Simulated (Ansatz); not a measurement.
Cost and result for the atomization energy of H₅O₂Si₂ (`O[Si](O)[SiH3]`) radical (9 atoms, 8 bonds).

Z-matrix (Å, degrees):
```
Si
Si 1 2.364
H 1 1.487 2 108.7
H 1 1.489 2 107.2 3 117.1
H 1 1.490 2 114.2 3 -122.3
O 2 1.646 1 106.6 3 66.4
O 2 1.658 1 113.7 3 -177.7
H 6 0.960 2 116.9 1 156.6
H 7 0.959 2 116.8 1 80.9
```

Total charge 0; spin multiplicity 2. The structure was optimised at the PBE0-D4/def2-TZVP level. It is one conformer, not always the lowest. Program: Ansatz. Hardware: A = 2 threads of an AMD EPYC 7R13 on a shared host; B = 2 threads of an AMD EPYC 7R13 on a shared host and a share of an NVIDIA H100 80 GB. Times are those of one run each, without the atoms' runs, and a repeat can differ threefold. Electronic energies, without spin–orbit coupling; frozen cores. CCSD(T)/CBS adds CCSD(T) − MP2 in def2-TZVPP to the MP2 limit, and its time is that of the two runs behind it. T1 = 0.016; ⟨S²⟩ of the reference is 0.76. B3LYP takes the VWN-RPA correlation (the form of Gaussian; ORCA's B3LYP/G).

CCSD(T)/CBS is a level of theory with its own doubt, some kJ/mol a heavy atom from the limit and from the frozen cores, so smaller differences don't rank the functionals.

```csv
level,functions,wall time
MP2/def2-QZVPP [B],404,2.7 s
PBE-D4/def2-TZVPP (with forces) [A],216,3.7 s
PBE0-D4/def2-TZVPP [A],216,4.6 s
CCSD(T)/def2-TZVPP [B],216,5.5 s
B3LYP-D4/def2-TZVPP (with forces) [A],216,6 s
r2SCAN-D4/def2-TZVPP (with forces) [A],216,7.5 s
B2PLYP/def2-TZVPP [A],216,7.5 s
CCSD(T)/CBS(def2),–,8.2 s
ωB97X-V/def2-TZVPP [A],216,12 s
ωB97M-V/def2-TZVPP (with forces) [A],216,15 s
```

Task: What atomization energy does each give, and how far from CCSD(T)/CBS? (An estimate is asked.)

Result: Ansatz gave: 
| level | atomization (kcal/mol) | difference from CCSD(T)/CBS | per bond |
| --- | --- | --- | --- |
| MP2/def2-QZVPP [B] | 723.6 | 1.6 | 0.2 |
| PBE-D4/def2-TZVPP (with forces) [A] | 724.2 | 2.2 | 0.3 |
| PBE0-D4/def2-TZVPP [A] | 710.0 | -12.0 | -1.5 |
| CCSD(T)/def2-TZVPP [B] | 698.5 | -23.5 | -2.9 |
| B3LYP-D4/def2-TZVPP (with forces) [A] | 717.2 | -4.8 | -0.6 |
| r2SCAN-D4/def2-TZVPP (with forces) [A] | 722.4 | 0.4 | 0.0 |
| B2PLYP/def2-TZVPP [A] | 709.1 | -12.9 | -1.6 |
| CCSD(T)/CBS(def2) | 722.0 | 0.0 | 0.0 |
| ωB97X-V/def2-TZVPP [A] | 722.5 | 0.5 | 0.1 |
| ωB97M-V/def2-TZVPP (with forces) [A] | 718.8 | -3.2 | -0.4 |

From PBE to PBE0 (25 % exact exchange), in def2-TZVPP and without D4, the atomization energy moves by −13.6 kcal/mol: exact exchange takes away binding that semilocal exchange gives to molecules. In def2-TZVPP, CCSD(T) changes the Hartree–Fock value by +184.2 kcal/mol (the triples alone add +10.0 kcal/mol) and MP2 by +195.0 kcal/mol; breaking electron pairs costs correlation energy, which Hartree–Fock lacks. The D4 term adds +7.0 kcal/mol with B3LYP and +3.7 kcal/mol with PBE0; it sums over pairs of atoms, weighted by their polarisabilities, and B3LYP, whose exchange is more repulsive, gets the larger term.
